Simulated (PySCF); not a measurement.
Job file and geometry (Å, from GFN2-xTB) of an NMR shielding run on `C(/C#C)=C(/B(Cl)Cl)[SiH](C)C`, C$_{6}$H$_{9}$BCl$_{2}$Si, GIAO PBE0/pcSseg-1 NMR shielding, non-relativistic, gas phase in PySCF; density fitting, a coarse starting grid and PySCF grid level 2 are the driver's defaults:

```
$ OMP_NUM_THREADS=1 python probes_run.py task.json out

{"job": {"kind": "nmr", "xc": "PBE0", "basis": "pcSseg-1"}, "charge": 0, "multiplicity": 1}
C      4.027905     0.744308    -0.076263
C      2.828965     0.674413    -0.153579
C      1.428662     0.692825    -0.244388
C      0.618462    -0.383276    -0.362579
B      1.125721    -1.840271    -0.379138
Cl     0.072162    -3.078564    -0.969901
Cl     2.672396    -2.339345     0.194742
Si    -1.261474    -0.115642    -0.531204
C     -1.647863     1.747516    -0.538580
C     -2.121110    -0.933119     0.955269
H      5.074473     0.758727    -0.002673
H      1.007202     1.691871    -0.234012
H     -1.706079    -0.697850    -1.806621
H     -1.175895     2.257006    -1.373140
H     -1.334106     2.239516     0.377566
H     -2.718196     1.898154    -0.632891
H     -1.747503    -0.540573     1.897880
H     -1.960975    -2.006340     0.958889
H     -3.192549    -0.760108     0.928324
```

Task: What does the program print?

Result: 
```
coarse grid: 18056 points
cycle   1  E = -1467.8568954710  dE =  1.193e+00  |g| = 5.578e-01  |ddm| = 4.263e+00
cycle   2  E = -1467.8520446157  dE =  4.851e-03  |g| = 5.805e-01  |ddm| = 1.110e+00
cycle   3  E = -1467.9366901612  dE = -8.465e-02  |g| = 6.235e-02  |ddm| = 5.320e-01
cycle   4  E = -1467.9371816239  dE = -4.915e-04  |g| = 4.735e-02  |ddm| = 1.013e-01
cycle   5  E = -1467.9376911439  dE = -5.095e-04  |g| = 1.636e-02  |ddm| = 4.640e-02
cycle   6  E = -1467.9377567838  dE = -6.564e-05  |g| = 2.926e-03  |ddm| = 1.618e-02
cycle   7  E = -1467.9377586429  dE = -1.859e-06  |g| = 1.755e-03  |ddm| = 4.985e-03
final grid: 162224 points
cycle   8  E = -1467.9937990809  dE = -5.384e-05  |g| = 9.081e-03  |ddm| = 6.940e-02
cycle   9  E = -1467.9937903983  dE =  8.683e-06  |g| = 1.049e-02  |ddm| = 1.740e-02
cycle  10  E = -1467.9938182214  dE = -2.782e-05  |g| = 2.163e-03  |ddm| = 1.037e-02
cycle  11  E = -1467.9938194011  dE = -1.180e-06  |g| = 5.924e-04  |ddm| = 2.525e-03
cycle  12  E = -1467.9938194886  dE = -8.756e-08  |g| = 1.017e-04  |ddm| = 6.513e-04
cycle  13  E = -1467.9938194902  dE = -1.550e-09  |g| = 6.705e-05  |ddm| = 1.588e-04
cycle  14  E = -1467.9938194912  dE = -1.042e-09  |g| = 2.284e-05  |ddm| = 6.683e-05
cycle  15  E = -1467.9938194914  dE = -1.305e-10  |g| = 3.214e-06  |ddm| = 2.215e-05
converged SCF energy = -1467.9938194914

GIAO shielding tensors (ppm)
atom      isotropic    diamagn.    paramagn.     s11        s22        s33       span
  0 C       77.035     259.015    -181.980     33.694     41.100    156.311    122.617
  1 C       99.216     251.886    -152.669      0.613      2.122    294.914    294.301
  2 C       37.506     254.672    -217.166    -72.984     31.585    153.917    226.901
  3 C       24.519     264.891    -240.372    -79.072    -22.282    174.911    253.983
  4 B       47.677     189.621    -141.943     23.541     34.004     85.486     61.945
  5 Cl     660.221    1147.854    -487.633    419.336    701.913    859.415    440.079
  6 Cl     676.937    1147.260    -470.323    402.327    732.011    896.472    494.145
  7 Si     368.666     881.345    -512.680    333.823    378.773    393.401     59.578
  8 C      192.021     254.265     -62.244    189.406    190.342    196.317      6.911
  9 C      189.084     253.586     -64.502    185.419    188.417    193.416      7.997
 10 H       27.787      34.309      -6.522     24.272     25.545     33.545      9.273
 11 H       24.782      32.201      -7.419     19.711     23.556     31.079     11.368
 12 H       26.657      29.692      -3.035     22.646     26.864     30.460      7.814
 13 H       31.607      30.876       0.731     26.908     28.992     38.919     12.011
 14 H       31.669      32.244      -0.575     27.808     29.250     37.950     10.141
 15 H       31.527      29.013       2.514     26.628     28.847     39.106     12.477
 16 H       31.751      31.922      -0.170     28.070     29.273     37.912      9.842
 17 H       31.091      30.698       0.393     25.083     30.675     37.515     12.432
 18 H       31.557      29.061       2.496     26.747     28.501     39.421     12.674
```

Size and cost of the density-fitted run: 236 basis functions, 100 s wall time on 1 thread of an Arm Neoverse N1, shared host; peak memory 1.1 GiB.
